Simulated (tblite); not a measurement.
C₆H₉O₂ (doublet state).
Structure used (GFN2-xTB), in Å, numbered top down from 1:
```
atom  x, y, z in Å
C1    -1.2223    1.8956    0.2210
C2    -0.9214    0.6201    0.0449
C3    -1.5796   -0.6910    0.3957
C4    -0.3978   -1.4216   -0.2703
C5     0.2405   -0.0650   -0.5683
C6     1.6586    0.2079    0.2352
O7     2.0061    1.4151    0.0633
O8     2.5283   -0.7884   -0.2190
H9    -0.5312    2.6647   -0.0792
H10   -2.1444    2.2041    0.6842
H11   -1.6922   -0.8670    1.4645
H12   -2.5424   -0.8464   -0.0888
H13    0.1828   -2.0648    0.3855
H14   -0.6539   -1.9783   -1.1696
H15    0.4917    0.1761   -1.5996
H16    1.3778   -0.0809    1.2731
H17    3.1925   -0.3685   -0.7825
```

Computed geometry: GFN2-xTB, gas phase. This method treats the open shell by occupation alone, without spin polarisation.

Take the most abundant isotopes and a rigid rotor. The values belong to one conformer with, in the numbering `[CH2:1]=[C:2]1[CH2:3][CH2:4][C@@H:5]1[C@H:6]([O:7])[OH:8]`, C4–C5–C6–O7 -171°, C5–C6–O8–H 109°.

Task: What are A, B and C (GHz)?

Result: Ia = 156.25, Ib = 287.42, Ic = 413.45 u·Å²; 505379 MHz·u·Å²/I gives 3234, 1758 and 1222 MHz, that is A = 3.2345, B = 1.7583, C = 1.2223 GHz.

Task: Classify the top.

Result: An asymmetric top. Ray's parameter κ = (2B − A − C)/(A − C) = -0.467; −1 is the prolate and +1 the oblate limit.

Task: Is it planar, by Δ = Ic − Ia − Ib?

Result: Not planar: Δ = Ic − Ia − Ib = -30.22 u·Å². For a rigid frame Δ = −2 Σ m c², so Σ m c² = 15.11 u·Å² lies off the ab plane: 8.37 from hydrogen and 6.74 from heavier atoms. The atom farthest from that plane is 1.57 Å away.

Task: Give the other two planar moments, Paa and Pbb, and the rms extents of the mass along the axes.

Result: Paa = Σ m a² = (Ib + Ic − Ia)/2 = 272.31 and Pbb = Σ m b² = (Ia + Ic − Ib)/2 = 141.14 u·Å². With the mass M = 113.06 u, the rms extents √(P/M) along a, b and c are 1.55, 1.12, 0.37 Å.

Task: Estimate the classical rotational partition function at 10 K, 25 K and 500 K.

Result: Point group C1, symmetry number σ = 1; q = (√π/σ)·√((kT/h)³/(ABC)), k/h = 20836.6 MHz/K: 2020 at 10 K, 7990 at 25 K, 715000 at 500 K.

For this open shell read J as N, the rotation without spin; fine and hyperfine splittings come on top. Its GFN2-xTB frequencies are all real (lowest 65 cm⁻¹). These are rigid-rotor constants of the computed structure; measured ground-state constants (B0) also hold zero-point vibration.

Time: 0.83 s. Hardware: one thread, Arm Neoverse N1 (aarch64), shared host. That covers the optimisation of the geometry.
